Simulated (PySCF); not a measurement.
**GdBr: energy against distance**

Set-up: basis Gd x2c-SVPall, Br x2c-SVPall; spin-free X2C with a Gaussian nucleus; PySCF 2.14. Energies in eV from Gd (4f7 5d1 6s2) + Br in their ground configurations at the same level. State: octet, about 7.1 electrons in the 4f shell (Mulliken).

All columns are PBE0. A positive dipole means Gd(−)Br(+).

```tsv
R (Å)	E (eV)	μ (D)	Mulliken charge on Gd (basis-dependent)	HOMO (eV)	LUMO (eV)	Mayer bond order	⟨S²⟩
2.211	-3.418	-1.42	0.03	-4.26	-1.79	1.66	15.77
2.314	-4.053	-1.71	0.10	-4.36	-1.93	1.55	15.80
2.417	-4.394	-2.10	0.16	-4.46	-2.06	1.45	15.88
2.494	-4.512	-2.42	0.21	-4.54	-2.15	1.38	15.93
2.571	-4.543	-2.77	0.25	-4.62	-2.24	1.32	15.97
2.648	-4.508	-3.14	0.28	-4.70	-2.32	1.26	16.01
2.751	-4.389	-3.64	0.32	-4.81	-2.44	1.19	16.05
2.880	-4.165	-4.31	0.36	-4.94	-2.59	1.12	16.10
3.034	-3.835	-5.12	0.40	-5.09	-2.76	1.06	16.14
3.240	-3.358	-6.24	0.44	-5.27	-2.97	0.99	16.18
```

A fit through these points gives, at Re = 2.565 Å, μ = -2.74 D and dμ/dR = -4.60 D/Å; the reduced mass is 52.62 u.

How strong is the fundamental in the double-harmonic approximation, I = 42.26·(dμ/dR)²/μred km/mol?

I = 42.26·(-4.60)²/52.62 = 17.0 km/mol at PBE0.

⟨S²⟩ of the unrestricted solution departs from its pure value on part of the curve, where spin states mix. These are scalar-relativistic numbers at best; spin–orbit coupling would shift them, the dissociation energy most. The state is the lowest single determinant that the PBE0 search found; with open d or f shells the true ground state can be another one.
